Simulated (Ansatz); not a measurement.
Reaction (formal exchange of groups at a Ge–N bond): `O=C=[N][Ge]([F])([F])[F]` + GeH₄ → `[F][Ge]([F])([F])[GeH3]` + `N=C=O`

Program: Ansatz. Geometries: PBE0-D4/def2-TZVP. ΔE: electronic, gas phase. CCSD(T)/CBS is the MP2 limit (def2-TZVPP, def2-QZVPP) plus CCSD(T) − MP2 in def2-TZVPP, frozen cores. This one scheme is used for every species. Functionals use def2-TZVPP. B3LYP here is the variant with VWN-RPA as its local correlation; programs differ in this. For Ge outer-core shells are correlated without core-valence functions, which leaves a few kJ/mol of doubt a bond. Scalar relativity is left out up to krypton. One conformer a species, not always the lowest.

```csv
level,ΔE (kcal/mol),difference from CCSD(T)/CBS
r2SCAN-D4,-2.0,-1.1
B3LYP-D4,-3.2,-2.3
revPBE,-6.0,-5.1
PBE0,-3.1,-2.2
B3LYP,-3.5,-2.6
r2SCANh,-1.5,-0.6
r2SCAN0,-0.5,0.4
BHLYP,0.2,1.1
HF/def2-SVP,6.1,7.0
CCSD(T)/def2-SVP,4.2,5.1
CCSD(T)/CBS,-0.9,0
```

Largest T1 diagnostic among the species: 0.018.

Leaving LDA and LC-ωPBE aside and taking each functional with its dispersion term where it has one, the values, not all of them listed here, spread over 6.8 kcal/mol, from PBE-D4 to B97M-V. In def2-TZVPP, CCSD(T) changes the Hartree–Fock value by −4.7 kcal/mol (the triples alone add −0.4 kcal/mol) and MP2 by −4.3 kcal/mol. From BLYP to BHLYP (50 % exact exchange), in def2-TZVPP and without D4, ΔE moves by +6.2 kcal/mol.
